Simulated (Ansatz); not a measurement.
`[CH3][Ga]([CH3])[F]` + `[CH3]`• → `[CH2][Ga]([CH3])[F]`• + CH₄  (hydrogen abstraction from a C–H bond)

Calculated with Ansatz (gas phase, PBE0-D4/def2-TZVP geometries, no zero-point term in ΔE). CBS: MP2 limit from def2 TZ/QZ plus the TZ coupled-cluster correction, frozen cores. This one scheme is used for every species. Functionals use def2-TZVPP. No spin–orbit coupling; open shells (•) take unrestricted orbitals. For Ga outer-core shells are correlated without core-valence functions, which leaves a few kJ/mol of doubt a bond. Scalar relativity is left out up to krypton.

```json
{"level": "LDA (SPW92)", "ΔE (kJ/mol)": "-24.0"}
{"level": "SCS-MP2/def2-TZVPP", "ΔE (kJ/mol)": "-23.1"}
```

Problem. What does CCSD(T)/CBS give? (An estimate is asked.)

Solution. Computed: -21.5 kJ/mol. The listed levels differ from it by -2.5, -1.6 kJ/mol.

Largest T1 diagnostic among the species: 0.013.

Leaving LDA and LC-ωPBE aside and taking each functional with its dispersion term where it has one, the values, not all of them listed here, spread over 5.9 kJ/mol, from B97M-V to r2SCAN0-D4. At CCSD(T), def2-SVP lies −4.1 kJ/mol from the extrapolated value and def2-TZVPP −2.1 kJ/mol.
